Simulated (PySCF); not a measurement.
Compound: CF3C(O)CH3, C3H3F3O.
Atom-mapped SMILES: `[CH3:1][C:2](=[O:3])[C:4]([F:5])([F:6])[F:7]` (hydrogens: H8, H9, H10 on C1)

Method used: core-valence-separated Tamm–Dancoff BHandHLYP/aug-pcX-1 (pcseg-1 on H) in PySCF, non-relativistic, gas phase, PBE0-D3(BJ)/def2-SVP geometry.

Computed carbon K-edge spectrum, Gaussian lines of 0.6 eV full width, highest printed point 100; it ends one width below the last computed root. The energies are unshifted.

| photon energy (eV) | absorption |
| --- | --- |
| 282.6 | 1 |
| 282.8 | 7 |
| 283.0 | 31 |
| 283.2 | 75 |
| 283.4 | 100 |
| 283.6 | 72 |
| 283.8 | 28 |
| 284.0 | 6 |
| 284.2 | 1 |
| 284.4 | 0 |
| 284.6 | 0 |
| 284.8 | 0 |
| 285.0 | 0 |
| 285.2 | 0 |
| 285.4 | 0 |
| 285.6 | 2 |
| 285.8 | 6 |
| 286.0 | 10 |
| 286.2 | 12 |
| 286.4 | 21 |
| 286.6 | 54 |
| 286.8 | 92 |
| 287.0 | 87 |
| 287.2 | 45 |
| 287.4 | 15 |
| 287.6 | 6 |
| 287.8 | 7 |
| 288.0 | 12 |
| 288.2 | 17 |
| 288.4 | 19 |
| 288.6 | 19 |
| 288.8 | 16 |
| 289.0 | 15 |
| 289.2 | 22 |
| 289.4 | 27 |
| 289.6 | 21 |
| 289.8 | 13 |

Task: Assign the maxima to core holes.

Result: 4 maxima:
- 283.4 eV: C2 (ketone carbonyl carbon), 283.39 eV, f = 0.078, 1s→π*, 100 % of the height at the exact maximum
- 286.9 eV: C1 (methyl carbon next to a carbonyl), 286.90 eV, f = 0.040, 53 % of the height at the exact maximum; C1 (methyl carbon next to a carbonyl), 286.87 eV, f = 0.036, 47 % of the height at the exact maximum
- 288.5 eV: C1 (methyl carbon next to a carbonyl), 288.70 eV, f = 0.010, 51 % of the height at the exact maximum; C1 (methyl carbon next to a carbonyl), 288.19 eV, f = 0.010, 32 % of the height at the exact maximum; C1 (methyl carbon next to a carbonyl), 288.46 eV, f = 0.003, 17 % of the height at the exact maximum
- 289.4 eV: C1 (methyl carbon next to a carbonyl), 289.40 eV, f = 0.018, 87 % of the height at the exact maximum

Further lines of some strength in the range: C1, 286.08 eV, f = 0.008.

Roots within 0.03 eV on the same or equivalent atoms count as one line; shares under 12 % aren't listed.

Vibrational structure and lifetime widths aren't in the curve. The ionisation threshold wasn't computed; near and above it a finite basis only mimics Rydberg series and continuum.

The run took 21 s of wall time on one thread, Arm Neoverse V2, no GPU, shared host.

Conformer computed: `[CH3:1][C:2](=[O:3])[C:4]([F:5])([F:6])[F:7]`: C1–C2–C4–F5 59°.
